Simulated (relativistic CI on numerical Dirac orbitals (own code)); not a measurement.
# Ti⁴⁺ in a cubic cluster: 2p photoemission with charge transfer

Computed with a charge-transfer multiplet model of a cubic metal-ligand cluster with up to 2 ligand holes, Slater and spin-orbit integrals from Dirac-Coulomb-Breit ions, Slater integrals scaled by 0.9. The ground state mixes d0 with configurations of k ligand holes L, whose averages lie at kΔ + k(k − 1)U_dd/2; a core hole lowers each added d electron by U_cd. 300 K, Lorentzian 0.6 eV and Gaussian 0.8 eV FWHM.

Atomic integrals in eV (Slater integrals scaled, ζ unscaled), ground: F2dd 7.400, F4dd 4.602, zeta_d 0.013; with the core hole: F2dd 7.400, F4dd 4.602, zeta_d 0.032, zeta_core 3.740, F2cd 5.699, G1cd 4.259, G3cd 2.418. Where a configuration has fewer than two d electrons, the dd integrals are those of d2.

Cluster parameters (eV): Δ = 0.3, U_dd = 4.3, 10Dq = 0.35, 10Dq(ligand) = 0.2, V(eg) = 2.5, V(t2g) = -1.21, final-state hopping factor = 0.9.

| Case | n_d | d0 | d1L | d2L2 | S |
| --- | --- | --- | --- | --- | --- |
| U_cd = 3.8 eV | 0.91 | 0.27 | 0.54 | 0.18 | 0.00 |
| U_cd = 4.4 eV | 0.91 | 0.27 | 0.54 | 0.18 | 0.00 |
| U_cd = 5 eV | 0.91 | 0.27 | 0.54 | 0.18 | 0.00 |

Weights, n_d and S are thermal averages at 300 K. Binding energies count from the first peak over 30 % of the highest in each spectrum, which can be another peak from case to case. The parameters are a model scan and need not match a compound or its usual spin state. Peaks in eV (height, largest 100):
- U_cd = 3.8 eV: 0.0 (100), 4.3 (10), 6.2 (36), 10.4 (5)
- U_cd = 4.4 eV: 0.0 (100), 2.7 (7), 4.1 (9), 6.2 (37), 10.7 (7)
- U_cd = 5 eV: 0.0 (100), 2.4 (8), 4.0 (9), 6.2 (38), 10.8 (9)

A d0 ion has no d-d gap: its lowest excitations are ligand-to-metal charge transfer. With the core hole the configuration with one ligand hole lies at Δ − U_cd = -3.5, -4.1, -4.7 eV from the one without, in the order of the table; where this is negative the screened configuration lies lower, though the effective hopping of about 4.9 eV (from the holes of the mixed ground state) mixes the two strongly wherever it is as large as the gap.

With at most 2 ligand holes the space is cut while the next configuration still counts, so covalency is underestimated, and a final configuration with one more ligand hole, which can lie low, is missing from the spectra.
